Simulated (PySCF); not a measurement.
C3H9GeOP.
Z-matrix (Å and degrees, PBE0-D3(BJ)/def2-SVP geometry), rows numbered from 1:
```
C 
C   1  1.3338
C   2  1.4978  1  124.19
O   3  1.4068  2  112.62  1   120.55
Ge  4  1.7894  3  119.93  2   -61.69
P   5  2.3301  4  107.84  3   -44.51
H   1  1.0934  2  121.73  3  -179.46
H   1  1.0954  2  121.20  3     0.43
H   2  1.0973  1  120.17  3   178.24
H   3  1.1044  2  109.91  1  -120.89
H   3  1.1091  2  109.24  1    -3.93
H   5  1.5369  4  103.22  3  -166.51
H   5  1.5430  4  110.79  3    74.49
H   6  1.4301  5   92.10  4  -167.44
H   6  1.4294  5   93.10  4   -74.05
```

Computed with PySCF 2.14.0, delta-SCF UKS SCAN, pcX-2 on the ionised atom, pcseg-1 elsewhere, spin-free X2C. Binding energies are ΔSCF values: E(core-ionised, relaxed orbitals) − E(ground state) at a fixed geometry, referred to the vacuum level.

Some binding energies are withheld.

```
atom(s)                 bonded to    level  binding energy (eV)
     C1   C (double bond) and 2 H     C 1s                    ?
     C2  C (double bond), C and H     C 1s               290.52
     C3              O, C and 2 H     C 1s               292.06
     O4                  C and Ge     O 1s                    ?
     P6                2 H and Ge     P 1s                    ?
     P6                2 H and Ge  P 2p3/2               136.35
```

Q: What is the O 1s binding energy of O4?

A: 537.28 eV (oxygen bonded to C and Ge).

Q: Fill in P 1s for P6.

A: 2149.87 eV (three-coordinate phosphorus).

Q: What is the C 1s binding energy of C1?

A: 290.33 eV (terminal =CH2 carbon). The nearest listed C 1s value is that of C2; the shift against it is -0.19 eV.

Lowest listed C 1s: C1, bonded to C (double bond) and 2 H. Highest, 1.73 eV above it: C3, bonded to O, C and 2 H. The widest gap between neighbouring values is 1.54 eV, between 290.52 and 292.06 eV.

Q: Which effective nuclear charge Zeff reproduces each element's mean 1s value in the hydrogen-like formula E = 13.606 eV × Zeff²?

A: C (Z = 6): mean 291.0 eV, Zeff = 4.62, Z − Zeff = 1.38; O (Z = 8): mean 537.3 eV, Zeff = 6.28, Z − Zeff = 1.72; P (Z = 15): mean 2149.9 eV, Zeff = 12.57, Z − Zeff = 2.43. Means run over the listed sites, weighted by atom count.

2p3/2 and 2p1/2 are the ΔSCF energy of one spin-free 2p hole plus the eigenvalues of a spin–orbit and ligand-field matrix of the shell. 2p1/2 minus 2p3/2 (ligand field included): P 0.89 eV. No level of germanium is listed. Geometry: PBE0-D3(BJ)/def2-SVP, one conformer, isolated molecule.
